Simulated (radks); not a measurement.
The numbers below are computed, except where a source is named.
All-electron atom: Tc IV in [Kr] 4d4. Level of theory: Dirac Kohn-Sham, PBE, spin-unpolarised, spherical densities, point nucleus; open shells are shared between the two j in proportion to 2j + 1 (a radial shooting solver on a logarithmic mesh with Libxc functionals). Some entries of the table are withheld. Estimate them.

orbital,occ.,eigenvalue (eV),<r^2> (bohr^2),r(max) (bohr)
1s1/2,2,-20889.32,0.001586,(1)
2s1/2,2,-3006.279,0.02632,0.1263
2p1/2,2,-2774.500,0.01983,0.09814
2p3/2,4,-2656.245,0.02119,0.1020
3s1/2,2,-549.1892,0.1975,0.3725
3p1/2,2,(2),0.1948,0.3594
3p3/2,4,(3),0.2048,0.3689
3d3/2,4,-282.8699,0.1891,0.3098
3d5/2,6,-279.0669,0.1923,0.3126
4s1/2,2,-103.6261,1.251,0.9481
4p1/2,2,-77.4155,1.480,1.004
4p3/2,4,-74.4009,1.553,1.028
4d3/2,1.6,-35.3559,2.685,1.228
4d5/2,2.4,-35.0085,2.729,1.238

Answer. 
(1) 1s1/2 r(max) (bohr): 0.02228
(2) 3p1/2 eigenvalue (eV): -460.1311
(3) 3p3/2 eigenvalue (eV): -440.3509
